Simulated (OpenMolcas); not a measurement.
Co2+ (d7) in a complex was computed by SS-CASPT2, IPEA 0.25 Eh, imaginary shift 0.1 Eh with the d shell active (OpenMolcas, ANO-RCC-VTZP on the metal). Its lowest spin-free states, and all those of the highest spin:

```tsv
2S+1	Degeneracy	E (cm-1)
4	1	0
4	3	2220
4	3	4180
2	2	14860
2	3	15040
2	1	15270
4	3	16040
2	3	16430
2	3	19320
2	3	20320
2	2	21580
2	3	22390
```

Question: Is the site octahedral, tetrahedral or cube-like, axial, or of lower symmetry?

Answer: The states with 2S+1 = 4 have orbital degeneracies 1, 3, 3, 3. Threefold states need a cubic site. For d7 at this spin an octahedron puts the threefold T1 below the threefold T2 and a tetrahedron or cube puts the single A2 below the threefold T2, so the site is a tetrahedron or a cube, which this pattern cannot tell apart. The first gap at this spin, 2220 cm-1, is |10Dq| in ligand-field theory. The run had Co2+ with 4 ligands (chloride) in tetrahedral coordination (Td) at 2.34 Å. A charge of +0.5 e stands 2.4 Å behind each ligand. Ligand basis ANO-RCC-VDZP.

Roots that are degenerate in the reference are averaged as groups; the widest CASPT2 spread within a group is 480 cm-1 (the 2-fold group of multiplicity 2 near 53100 cm-1 above the lowest state of its run). Shifts and gaps below about the spread of the groups concerned are not significant. Over all roots computed the reference weight is 0.71 to 0.74; a low but even weight reflects the number of correlated electrons. A single d shell leaves out the double-shell effect, which counts most for late 3d ions, where the CASPT2 field can be off either way by tens of per cent. Ligand-to-metal charge-transfer states are missing. These CASPT2 states fit no ligand-field parameters well, so their order and spin gaps are uncertain. For late 3d ions with one d shell CASPT2 can put B and the spin-flip bands somewhat low as well as high. With one d shell and no ligand orbital active, 10Dq can be off by tens of per cent for divalent 3d ions, low with halides held by bare charges and at times high in hosts, and the orbital part of g and χT goes as 1/10Dq. Free-ion shares, where given, are those of the reference states; single-state CASPT2 does not remix them. No measured value stands beside these numbers; the geometry is a model, was not optimised and need not be the one that this ion takes.
